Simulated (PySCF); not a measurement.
# Multinuclear NMR of EtP(CF3)2

Structure with atom numbers: `[CH3:1][CH2:2][P:3]([C:4]([F:5])([F:6])[F:7])[C:8]([F:9])([F:10])[F:11]` (H(Xn): hydrogen on atom n).

Computed data (PySCF): NMR shieldings at PBE0/pcSseg-1/GIAO, GFN2-xTB geometry. Relativity neglected, fast rotation and ring inversion assumed for equivalent nuclei, gas phase, a single conformation.

Task: Predict the ¹⁹F NMR data.

Result: 
```
              atoms              environment  σ (ppm)  δ (ppm)
F5/F6/F7/F9/F10/F11  fluorine of a CF3 group    240.0    -55.9
```

Shieldings were converted by a linear fit to measured shifts: ¹⁹F: δ = 146.13 − 0.903σ +14.6 on sp3 carbon (rms 6.0 ppm, 223 shifts, 7.0 ppm with the 5 outliers that the fit left out vs CFCl3, solution or neat liquid). Occasional misses reach two or three times the rms, and more in compound classes unlike the fitted ones.

On a 500 MHz spectrometer ¹⁹F resonates near 470.5 MHz, so 1 ppm is 470.5 Hz.

Task: What are the ³¹P shifts?

Result: 
```json
{"atoms": "P3", "environment": "phosphorus bonded to 3 C", "σ (ppm)": "321.2", "δ (ppm)": "4.0"}
```

Shieldings were converted by a linear fit to measured shifts: ³¹P (scatter 18.1 ppm rms vs H3PO4, solution or neat liquid). A few per cent of atoms miss by over 2 rms, more outside the fitted compound classes.

On a 400 MHz spectrometer ³¹P resonates near 161.9 MHz, so 1 ppm is 161.9 Hz.
